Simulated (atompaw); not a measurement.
# Before and after: PAW (atompaw) potential for La

atompaw 4.2.0.5 input, output lines left out:

```
La 57
GGA-PBE scalarrelativistic loggrid 2001 logderivrange -5 5 251
6 6 5 4 0 0
6 0 1
6 1 0
5 2 1
4 3 0
0 0 0
c
c
c
c
v
v
c
c
c
v
v
c
c
v
v
3
3.00 2.95 2.70 1.75
n
n
y
0.65
n
y
3.7
n
custom rrkj vanderbiltortho besselshape
bessel
2.60
2.80
2.40
3.00
3.00
3.00
1.10
1.10
```

Change: reference 4f0 5s2 5p6 5d1 6s2 6p0.

Cutoffs: the cutoffs (Ry, on a coarse ladder) from which the occupation-weighted sum of valence levels, in a spherical-Bessel basis at the reference potential, stays within 10 and 1 mRy of its value at 400 Ry; they do not see the model core or the augmentation charge, which bear on the density cutoff.

Q: What does the change do?

A: The potential gets neither clearly harder nor softer (15 Ry and 25 Ry → 15 Ry and 25 Ry); the range in which the d phases agree widens (upper end 2.3 → at the end of the scan); neither file shows a bound ghost.

```tsv
quantity	base	changed
cutoff, loose	15 Ry	15 Ry
cutoff, tight	25 Ry	25 Ry
bound ghosts	none	none
s: phases at 3.00 bohr within 0.05 rad from the reference energy up to (Ry; the scan ends near 5)	2.5	2.7
p: phases at 3.00 bohr within 0.05 rad from the reference energy up to (Ry; the scan ends near 5)	to the end of the scan	to the end of the scan
d: phases at 3.00 bohr within 0.05 rad from the reference energy up to (Ry; the scan ends near 5)	2.3	to the end of the scan
f: phases at 3.00 bohr within 0.05 rad from the reference energy up to (Ry; the scan ends near 5)	0.6	1.1
lowest overlap eigenvalue by channel	s 0.12, p 0.09, d 0.38, f 1.00	s 0.11, p 0.08, d 0.69, f 1.00
```

Base: The cutoffs count occupied waves only; the empty 4f level needs 100 Ry at the loose tolerance. Changed file: The cutoffs count occupied waves only; the empty 4f level needs 100 Ry at the loose tolerance. The cutoffs see the waves, projectors and local potential, not the compensation charge or the core.
